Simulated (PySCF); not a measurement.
B3LYP has the VWN-RPA correlation part, as in Gaussian. Delta-SCF ions had no search for a lower state. Excitations are Tamm–Dancoff values on a coarser integration grid. The basis has no diffuse functions, so Rydberg states are missing or too high.

## C$_{2}$N$_{2}$, SMILES `[C-]#[N+]C#N` (charge 0, multiplicity 1)

Computed with B3LYP-D3(BJ)/def2-TZVP (PySCF).

- HOMO: -10.12 eV
- dipole moment: 0.83 D
- HOMO–LUMO gap: 7.64 eV
- LUMO: -2.48 eV
- S1 excitation (TDA): 5.95 eV
- S1 oscillator strength: 0.000
- brightest of the four lowest singlets (TDA): 7.13 eV
- vertical ionisation energy (Delta-SCF): 12.97 eV
- total energy: -185.6966 Ha
- cost: about 30 core-seconds (a rough figure)

```xyz
4

C      1.7548    -0.7187    -0.0112
N      0.6216    -0.3972    -0.0040
C     -0.6333    -0.0411     0.0040
N     -1.7431     0.2737     0.0111
```
Charge 0, spin multiplicity 1.
